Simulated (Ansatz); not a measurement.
Consider the redistribution: `OB(O[SiH3])O[SiH3]` + `C#C[SiH](C)Cl` → `C#C[SiH]([SiH3])Cl` + `COB(O)O[SiH3]`.

Isolated molecules relaxed with PBE0-D4/def2-TZVP in Ansatz; ΔE leaves out vibrations. CCSD(T)/CBS is the MP2 limit (def2-TZVPP, def2-QZVPP) plus CCSD(T) − MP2 in def2-TZVPP, frozen cores. Each species was taken in one conformer, which may not be the lowest.

```tsv
level	ΔE (eV)
SCS-MP2/def2-TZVPP	2.11
HF/CBS(def2)	2.17
```

(1) What does CCSD(T)/CBS give? (Estimate.)

Largest T1 diagnostic among the species: 0.012.

## Answers

(1) Computed: +2.04 eV. The listed levels differ from it by 0.07, 0.13 eV.

The D4 term adds +0.04 eV with B3LYP and +0.02 eV with PBE0; it sums over pairs of atoms, weighted by their polarisabilities, and B3LYP, whose exchange is more repulsive, gets the larger term. From PBE to PBE0 (25 % exact exchange), in def2-TZVPP and without D4, ΔE moves by +0.11 eV.

B3LYP here is the variant with VWN-RPA as its local correlation; programs differ in this.
